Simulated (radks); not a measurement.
Q: These are the eigenvalues of the occupied orbitals of an atom or ion with whole-number occupations (eV). Calculated with a radial shooting solver on a logarithmic mesh with Libxc functionals: Dirac Kohn-Sham, LDA (Slater exchange, Perdew-Wang correlation), spin-unpolarised, spherical densities, finite nucleus; Fermi nuclear charge, rms radius of each element as measured or else 0.836 A^(1/3) + 0.57 fm.

1s1/2: -30734.89
2s1/2: -5084.506
2p1/2: -4791.918
2p3/2: -4540.039
3s1/2: -1361.218
3p1/2: -1241.758
3p3/2: -1194.195
3d3/2: -984.0132
3d5/2: -973.9755
4s1/2: -552.8243
4p1/2: -508.0415
4p3/2: -495.7521

Which element is it, and in what charge state? The configuration may be excited. Open shells, if any, fill j = l - 1/2 first.

A: Z = 51, antimony, charge +18: Sb18+ in [Ar] 3d10 4s2 4p3. The list shows which subshells hold electrons but not how many an open one holds; the 1s level, -1129.5 hartree, gives Z - s = 47.5 by -(Z - s)^2/2, which with screening and relativity narrows Z to a few neighbours, and the depths of the outer levels then fix element, charge and occupations together.
